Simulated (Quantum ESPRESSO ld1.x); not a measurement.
ld1.x (Quantum ESPRESSO 7.5) input

```
 &input
    zed=8.0,
    iswitch=1,
    rel=1,
    lsd=1,
    dft='SLA-NOC',
    config='2s2 2p4 1s0 3p0',
    prefix='ld1',
    max_out_wfc=37,
    file_charge='ld1.rho',
 /
```

Command: `OMP_NUM_THREADS=1 ld1.x < ld1.in > ld1.out`

It prints:

```
     Program LD1 v.7.5 starts

     --------------------------- All-electron run ----------------------------

     scalar relativistic calculation

     atomic number is  8.00
     dft =SLA-NOC   lsd =1 sic =0 latt =0  beta=0.20 tr2=1.0E-14
     Exchange-correlation= SLA-NOC
                           (   1   0   0   0   0   0   0)
     mesh =1837 r(mesh) = 100.33940 a.u. xmin = -8.00 dx = 0.00800
     1 Ry =  13.60569312 eV, c = 137.03599908

     n l     nl                  e(Ry)          e(Ha)          e(eV)
     2 0     2S 1( 1.00)        -5.0141        -2.5071       -68.2205
     2 1     2P 1( 3.00)        -4.1626        -2.0813       -56.6353
     1 0     1S 1( 0.00)       -49.2076       -24.6038      -669.5041
     3 1     3P 1( 0.00)        -0.8632        -0.4316       -11.7448
     2 0     2S 2( 1.00)        -4.6511        -2.3255       -63.2813
     2 1     2P 2( 1.00)        -3.7064        -1.8532       -50.4286
     1 0     1S 2( 0.00)       -48.5876       -24.2938      -661.0685
     3 1     3P 2( 0.00)        -0.8200        -0.4100       -11.1571

     final scf error:  8.0E-15 reached in  26 iterations

     Etot =     -61.586839 Ry,     -30.793420 Ha,    -837.931638 eV
     Total magnetization:    2.00 Bohr mag.

     Ekin =      61.636155 Ry,      30.818077 Ha,     838.602608 eV
     Encl =    -153.523469 Ry,     -76.761735 Ha,   -2088.793206 eV
     Eh   =      38.440786 Ry,      19.220393 Ha,     523.013541 eV
     Exc  =      -8.140312 Ry,      -4.070156 Ha,    -110.754581 eV

     normalization and overlap integrals

     s(2S/2S) =  1.000000  <r> =   0.9164  <r2> =    1.0017  r(max) =   0.7383
     s(2S/1S) = -0.000287
     s(2P/2P) =  1.000000  <r> =   0.8092  <r2> =    0.8216  r(max) =   0.5854
     s(2P/3P) = -0.000042
     s(1S/1S) =  1.000000  <r> =   0.1888  <r2> =    0.0477  r(max) =   0.1250
     s(3P/3P) =  1.000000  <r> =   3.1791  <r2> =   11.7335  r(max) =   2.7198
     s(2S/2S) =  1.000000  <r> =   0.9406  <r2> =    1.0581  r(max) =   0.7502
     s(2S/1S) = -0.000280
     s(2P/2P) =  1.000000  <r> =   0.8480  <r2> =    0.9083  r(max) =   0.6044
     s(2P/3P) = -0.000039
     s(1S/1S) =  1.000000  <r> =   0.1883  <r2> =    0.0475  r(max) =   0.1240
     s(3P/3P) =  1.000000  <r> =   3.3400  <r2> =   12.9328  r(max) =   2.8765

     ------------------------ End of All-electron run ------------------------
```

Run on one thread of a shared host, so times are rough (Intel(R) Xeon(R) Processor @ 2.60GHz): 0.61 s of CPU time, 0.63 s wall, 26 iterations on 1837 mesh points.
